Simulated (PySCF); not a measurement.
**Broadened absorption spectrum of C7H8O**

Compound: C₇H₈O.
Cartesian coordinates in Å at the GFN2-xTB level; atoms count from 1:
```xyz
16
C7H8O angstrom
O     -2.599   -0.537   -1.368
C     -1.682   -1.092   -0.817
C     -0.632   -0.428   -0.045
C      0.494   -1.175    0.563
C      1.620   -0.476    0.524
C      1.458    0.848   -0.170
C     -0.022    0.912   -0.491
C     -0.964    0.890    0.648
H     -1.569   -2.195   -0.868
H      0.366   -2.157    0.983
H      2.570   -0.782    0.925
H      1.770    1.675    0.472
H      2.067    0.887   -1.077
H     -0.339    1.355   -1.423
H     -0.583    1.020    1.650
H     -1.963    1.264    0.483
```

The calculation used PySCF 2.14.0, density-fitted response routines, TDDFT CAM-B3LYP/def2-SVPD, vertical, gas phase, core orbitals frozen in the response.

Computed states:

```
state  E (eV)       f
   S1    4.29  0.0002
   S2    5.69   0.025
   S3    6.53   0.176
   S4    6.87   0.017
   S5    6.93   0.131
   S6    7.23   0.029
   S7    7.49   0.019
   S8    7.58  0.0041
```

Each state is given a Gaussian of 0.4 eV full width at half maximum, with ε(max) = 2.175×10⁸ f / Δν̃ (Δν̃ the width in cm⁻¹). The width is an assumption, not a result. The curve ends short of the highest state used, and states not computed would add to its high-energy end.

(1) Give the broadened spectrum and its maxima.

(2) Coming from long wavelengths, where does ε first pass 100 L mol⁻¹ cm⁻¹?

(3) On this curve, what absorbance would a 10⁻⁵ mol/L sample give at 222 nm over a 1 cm path?

## Answers

(1) 
(λ (nm), ε (L mol⁻¹ cm⁻¹)): (177.7, 10524), (182.2, 11202), (186.7, 12208), (191.2, 11770), (195.7, 6102), (200.3, 1588), (204.8, 404), (209.3, 694), (213.8, 1397), (218.3, 1692), (222.9, 1263), (227.4, 622), (231.9, 212), (236.4, 52), (240.9, 10), (245.5, 1), (250.0, 0), (254.5, 0), (259.0, 0), (263.5, 1), (268.0, 2), (272.6, 4), (277.1, 7), (281.6, 10), (286.1, 12), (290.6, 12), (295.2, 10), (299.7, 8), (304.2, 5), (308.7, 3), (313.2, 2), (317.8, 1), (322.3, 0), (326.8, 0), (331.3, 0), (335.8, 0)

Maxima: 289 nm (4.29 eV), ε about 12, made up of S1 (100%); 218 nm (5.69 eV), ε about 1700, made up of S2 (100%); 189 nm (6.57 eV), ε about 13000, made up of S3 (91%); 180 nm (6.88 eV), ε about 11000, made up of S3 (13%), S4 (10%) and S5 (74%) (hardly more than a shoulder) (ε in L mol⁻¹ cm⁻¹; maxima over ε = 5, shares over 10%).

(2) At about 234 nm (5.29 eV), 1.00 eV above S1.

(3) 222 nm is 5.585 eV, where ε is about 1400 L mol⁻¹ cm⁻¹, so A = ε c l ≈ 0.014 (Beer–Lambert, with the gas-phase spectrum and the assumed width).

One conformer stands for the species.
